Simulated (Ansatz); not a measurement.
CH8ClNSi2 can be A, `CN[SiH]([SiH3])Cl`, or B, `C[SiH2][SiH](N)Cl`.

Calculated with Ansatz (gas phase, PBE0-D4/def2-TZVP geometries, no zero-point term in ΔE). CBS: MP2 limit from def2 TZ/QZ plus the TZ coupled-cluster correction, frozen cores. DFT in def2-TZVPP. B3LYP here is the variant with VWN-RPA as its local correlation; programs differ in this. Each species was taken in one conformer, which may not be the lowest.

A:

```xyz
13

C    -0.278   -1.536    1.081
N     0.702   -0.470    1.061
Si    0.486    1.034    0.294
Si   -0.237    0.773   -1.914
Cl   -0.955    2.249    1.192
H    -0.958   -1.478    1.938
H    -0.890   -1.490    0.177
H     0.211   -2.514    1.092
H     1.346   -0.502    1.837
H     1.769    1.765    0.430
H    -0.380    2.113   -2.542
H     0.741   -0.030   -2.697
H    -1.557    0.086   -1.949
```

B:

```xyz
13

C     0.816    0.952    1.920
Si    0.902   -0.280    0.512
Si   -1.062   -0.261   -0.756
N    -0.810   -1.076   -2.233
Cl   -1.585    1.754   -0.960
H     0.616    1.953    1.534
H     0.015    0.690    2.615
H     1.756    0.975    2.476
H     1.143   -1.660    1.022
H     2.022    0.057   -0.415
H    -2.246   -0.883   -0.114
H     0.021   -0.902   -2.775
H    -1.589   -1.319   -2.825
```

(1) Which isomer does CCSD(T)/CBS put lower? Give the gap. (Estimate.)

(2) Give E(B) − E(A) in kcal/mol with B3LYP, PBE0-D4, LDA (SPW92), MP2/def2-TZVPP, ωB97M-V, HF/def2-TZVPP, CCSD(T)/def2-TZVPP. (Estimate.)

(3) Does the order hold for the free energy at 298.15 K (harmonic terms from PBE0-D4)? (Best estimate.)

Largest T1 diagnostic: 0.011.

Answers

(1) The calculation gave: B, by 19.0 kcal/mol.

(2) Ansatz gave: B3LYP -18.2, PBE0-D4 -18.7, LDA (SPW92) -17.9, MP2/def2-TZVPP -19.4, ωB97M-V -19.1, HF/def2-TZVPP -17.3, CCSD(T)/def2-TZVPP -18.3. None reverses the order clearly.

(3) Computed: Yes: G(B) − G(A) = -18.5 kcal/mol, for one conformer each. Modes under 60 cm⁻¹, often nearly free rotors, make the harmonic entropy too high.

Leaving LDA and LC-ωPBE aside and taking each functional with its dispersion term where it has one, the values, not all of them listed here, spread over 2.0 kcal/mol, from B97M-V to BLYP-D4. LDA lies +0.7 kcal/mol from PBE without D4. In def2-TZVPP, CCSD(T) changes the Hartree–Fock value by −1.1 kcal/mol (the triples alone add −0.1 kcal/mol) and MP2 by −2.2 kcal/mol.
